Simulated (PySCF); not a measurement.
## Dipole response of Co (cobalt, neutral)

[Ar] 3d7 4s2, high-spin 4F determinant. Calculation: PySCF 2.14, in aug-cc-pVQZ (9s8p6d4f3g2h, 140 functions); no relativity, point nucleus. Coupled (time-dependent) response in atomic units; α is the mean over directions.

| method | mean α (bohr³) | C₆ (like pair) | S(−4) |
| --- | --- | --- | --- |
| PBE0 | 58.91 | 511.7 | 1871 |

S(−4) is the Cauchy moment in α(ω) = α(0) + S(−4) ω² + …

Reference α: 55 ± 4 bohr³ (recommended; Schwerdtfeger and Nagle, table of static dipole polarizabilities (2023 update)). Published C₆: 408.0 (Chu and Dalgarno (2004); Tang, Norbeck and Certain (1976)).

α(iu) at PBE0:

| u (hartree) | α(iu) (bohr³) |
| --- | --- |
| 0 | 58.91 |
| 0.0500 | 54.65 |
| 0.100 | 45.27 |
| 0.200 | 27.98 |
| 0.300 | 18.01 |
| 0.500 | 9.365 |
| 0.750 | 5.457 |
| 1.00 | 3.735 |
| 1.50 | 2.205 |
| 2.00 | 1.516 |
| 3.00 | 0.8773 |
| 5.00 | 0.4184 |
